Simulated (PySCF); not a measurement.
# Electron correlation in Mg (magnesium, neutral)

[Ne] 3s1 3d1, high-spin 3D determinant (an excited configuration). Calculation: PySCF 2.14, in dyall-av3z (20s13p6d4f, 117 functions); the non-relativistic Hamiltonian (point nucleus). Frozen: [Ne]; 2 electrons correlated; the 22 highest virtual orbitals of each spin left out.

With two correlated electrons CCSD is exact within the correlated space (frozen core and kept virtual orbitals).

```csv
level,correlation energy (mhartree)
CCSD,-8.72
```

Diagnostics: T1 = 0.0037, D1 = 0.0073, largest double amplitude 0.071.

Problem. Is a single reference adequate?

Solution. Mostly. T1 lies below 0.03, but a double amplitude of this size points to a near-degeneracy that CCSD handles and MP2 describes poorly.
